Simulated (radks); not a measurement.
Values are calculated unless marked as measured or tabulated.
Spherical quantum dot in the effective-mass picture: electrons in a parabolic well V = omega^2 r^2 / 2 with omega = 0.216, all in effective atomic units (hartree* = m*/eps^2 hartree, bohr* = eps/m* bohr), one dielectric constant everywhere. Level of theory: non-relativistic Kohn-Sham, LDA (Slater exchange, Perdew-Wang correlation), spin-polarised, spherical densities (a radial shooting solver with Libxc functionals). Levels are named by radial order and angular momentum (1s, 1p, 1d, 2s, ...), and open shells are averaged over m. Results are scaled to m* = 0.045 and eps = 17.8, for which hartree* = 3.865 meV and bohr* = 20.93 nm.

N = 4, configuration 1s2 1p(up 2, down 0). This is the lowest configuration that the search found. Occupied and some empty levels:

| level | occupation | eigenvalue (meV) | <r> (nm) |
|---|---|---|---|
| 1s up | 1 | 4.5810 | 66.00 |
| 1s down | 1 | 4.7161 | 65.60 |
| 1p up | 2 | 5.0842 | 80.86 |
| 1p down | 0 | 5.2243 | 81.62 |
| 1d up | 0 | 5.6762 | 92.41 |
| 1d down | 0 | 5.8049 | 93.65 |
| 2s up | 0 | 5.8568 | 82.24 |
| 2s down | 0 | 5.9447 | 83.10 |
| 1f up | 0 | 6.3268 | 102.4 |
| 1f down | 0 | 6.4383 | 103.8 |

Energy (meV): total 12.4044, kinetic 2.2894, external 4.9780, Hartree 7.9030, exchange-correlation -2.7659.
